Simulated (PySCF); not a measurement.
Unknown compound

An unknown has the formula C₄H₂F₃N₃. Its calculated NMR data are:

$^{1}$H NMR (400 MHz, computed): δ 10.34 (s, 1H), 10.20 (m, 1H).

$^{13}$C{$^{1}$H} NMR (computed): δ 162.4 (CH), 155.0 (CH), 153.4 (C), 130.9 (C).

One averaged value for each set of equivalent atoms, gas phase, one computed conformer, non-relativistic. σ from GIAO-PBE0/pcSseg-1; geometry from GFN2-xTB; PySCF.

Shifts are taken against calculated references (same method and geometry level): $^{1}$H (31.72 ppm) and $^{13}$C (186.93 ppm) vs TMS.

Question: Which of these isomers gave the spectra?
A. FC(F)(F)c1ccnnn1
B. FC(F)(F)c1cnncn1
C. FC(F)(F)c1cncnn1

Answer: B. 

1. The formula gives 4 degrees of unsaturation (1 ring in the answer).
2. 4 carbon signals for 4 carbons: no two carbons are equivalent.
3. Carbon types of the structure: 2 × C, 2 × CH, which accounts for all hydrogens.
4. δC 155.0: aromatic CH next to a ring nitrogen; the adjacent pyridine-type nitrogen withdraws density from it.
5. δC 153.4: substituted aromatic carbon next to a ring nitrogen.
6. δC 130.9: CF3 carbon; 3 electronegative neighbours deshield it.
7. δH 10.34: hydrogen on an aromatic CH between two ring heteroatoms; the ring current deshields protons in the ring plane.
8. δH 10.20: hydrogen on an aromatic CH next to a ring nitrogen; ring current plus the neighbouring ring nitrogen.

The others: FC(F)(F)c1ccnnn1 has carbons computed at 155.5, 154.6, 131.1, 121.4; FC(F)(F)c1cncnn1 has carbons computed at 164.4, 159.7, 153.8, 131.3.

Splittings by $^{19}$F in the carbon and heteronuclear signals aren't shown, as no couplings were computed. Shifts are as computed. Against solution values, carbons near 30 ppm lie about +3 ppm off and those near 130 ppm about +5 ppm. Of 1211 compounds with measured shifts, 218 miss one by over three times the rms of a fit or turn the order of signals round; such compounds aren't used in these exercises. No couplings were computed; multiplicities are counted from neighbouring protons, with m where these are inequivalent, close in shift, in a saturated or five-membered ring or joined by F or P, and br s for small geminal =CH2 splittings.
